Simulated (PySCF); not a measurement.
B₃H₅N₃, SMILES N1B[N]BNB1, multiplicity 2.

Geometry optimised at PBE0-D3(BJ)/def2-SVP. The isomer is the one that the SMILES or the coordinates give; other isomers of the formula were not compared.

Two levels are set side by side: PBE/def2-TZVP (PySCF) and r2SCAN/def2-TZVP (PySCF). Same geometry, gas phase. Differences are taken from unrounded values.

```csv
quantity,PBE
α-spin orbital gap (eV),5.96
β-spin orbital gap (eV),1.80
dipole moment (D),1.32
mean polarisability (bohr³),64.1
```

Task: These are the PBE values. What does r2SCAN give? (Estimate from the structure and the level; the computed values follow.)

Result: 
```json
[
 {"quantity": "α-spin orbital gap (eV)", "r2SCAN": "6.81", "PBE minus r2SCAN": "-0.85"},
 {"quantity": "β-spin orbital gap (eV)", "r2SCAN": "2.68", "PBE minus r2SCAN": "-0.88"},
 {"quantity": "dipole moment (D)", "r2SCAN": "1.21", "PBE minus r2SCAN": "0.11"},
 {"quantity": "mean polarisability (bohr³)", "r2SCAN": "61.0", "PBE minus r2SCAN": "3.1"}
]
```

Rough cost on one machine, each run with all the roots and properties that it gave: r2SCAN against PBE about 3 times.
